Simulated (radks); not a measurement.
Task: Method: non-relativistic Kohn-Sham, SCAN, spin-polarised, spherical densities, point nucleus; open shells are filled with parallel spins first; meta-GGA in the generalised Kohn-Sham scheme; computed with a radial shooting solver on a logarithmic mesh with Libxc functionals. Each species is in its NIST ground configuration. Rank Ne, F, C by radius at which the density is 0.001 e/bohr^3 (bohr), largest first.

Result: C 3.63, F 3.09, Ne 2.94.
